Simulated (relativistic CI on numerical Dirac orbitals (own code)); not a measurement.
Calculated at this level of theory: Dirac-Coulomb-Breit CI, KLI orbitals optimised for each configuration, model QED, unscaled Slater integrals (own radial code, finite nucleus).

Configurations in the expansion (outside the closed core [Ne]): 3s2.3p6.3d5, 3s2.3p5.3d6, 3s2.3p4.3d7, 3s.3p6.3d6, 3p6.3d7, 3s.3p5.3d7, 3s2.3p6.3d4.4s, 3s2.3p6.3d4.4p, 3s2.3p6.3d4.4d, 3s2.3p6.3d4.4f, 3s2.3p4.3d6.4s, 3s2.3p5.3d5.4s, 3s2.3p6.3d3.4s2, 3s2.3p4.3d6.4p, 3s2.3p6.3d3.4s.4p, 3s2.3p5.3d5.4p, 3s2.3p6.3d4.5s, 3s2.3p6.3d3.4p2, 3s.3p5.3d6.4s, 3s2.3p6.3d4.5p, 3s2.3p6.3d3.4s.4d, 3s2.3p6.3d4.5d, 3s.3p6.3d5.4s, 3s2.3p6.3d4.5g, 3s2.3p6.3d3.4d2, 3p6.3d5.4s2. Levels of other configurations are missing.

At this charge energies of transitions that change n are usually good to better than 1 %, and those within a shell (Δn = 0) to a few per cent. Terms inside the open d or f shell come out 10 to 20 % too wide with unscaled integrals.

Outline of the computed level scheme of Nb XIX. Lowest level of each configuration: 3s2.3p6.3d5 6S_5/2 at 0.000 eV; 3s2.3p5.3d6 6F°_11/2 at 135.869 eV.

Some strong electric-dipole decays among the lowest 45 levels: 3s2.3p5.3d6 6F°_7/2 → 3s2.3p6.3d5 6S_5/2 (4.6e+09 s⁻¹); 3s2.3p5.3d6 6F°_5/2 → 3s2.3p6.3d5 6S_5/2 (2.9e+09 s⁻¹).

LS names give the leading component of a level, which can be under half, so a name can repeat, a term be missing and a line seem to break the LS rules.
